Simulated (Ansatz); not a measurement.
Total energies of `c1cc2ccc3ccc4cncc(c2c1)c34` from Ansatz at PBE0-D4/def2-SVP, gas phase (1 Eh = 27.2114 eV = 2625.5 kJ/mol). The reference geometry is relaxed at r2SCAN-D4/def2-SVP.

| state | geometry | energy (Eh) |
| --- | --- | --- |
| charge 0 singlet | reference | -630.56749 |
| charge 1 doublet | reference | -630.29611 |
| charge 1 doublet | relaxed at r2SCAN-D4/def2-SVP | -630.30191 |
| charge -1 doublet | reference | -630.63335 |
| free C atom (triplet) | – | -37.76066 |
| free N atom (quartet) | – | -54.47898 |
| free H atom (doublet) | – | -0.50029 |

Task: Work out the vertical ionisation energy to the doublet.

Result: E(charge 1 doublet) − E(charge 0 singlet) = -630.29611 − (-630.56749) = 0.27138 Eh = 7.38 eV. For comparison, −ε of the highest occupied level is 5.92 eV at this level, 1.46 eV less.

Task: Work out the vertical electron affinity, to the doublet.

Result: E(charge 0 singlet) − E(charge -1 doublet) = -630.56749 − (-630.63335) = 0.06586 Eh = 1.79 eV. The basis lacks diffuse functions, which makes affinities too small.

Task: Give the fundamental gap IE − EA, the Mulliken electronegativity (IE + EA)/2 and the hardness (IE − EA)/2.

Result: From the values in Eh: IE − EA = 0.27138 − 0.06586 = 0.20552 Eh = 5.59 eV; (IE + EA)/2 = 4.59 eV; (IE − EA)/2 = 2.80 eV. The HOMO–LUMO gap of the same run is 2.72 eV, 2.87 eV smaller than the fundamental gap.

Task: How much does the charge 1 doublet relax, and what is the adiabatic ionisation energy?

Result: Relaxation: -630.29611 − (-630.30191) = 0.00580 Eh = 0.16 eV. Adiabatic ionisation energy: 0.26558 Eh = 7.23 eV, without zero-point energy. 

Task: What is the binding energy per atom against free atoms?

Result: Atoms: 15 × (-37.76066) + 1 × (-54.47898) + 9 × (-0.50029) = -625.39149 Eh. Binding: -625.39149 − (-630.56749) = 5.17600 Eh = 140.85 eV, or 5.63 eV for each of 25 atoms (no zero-point energy, no counterpoise term).
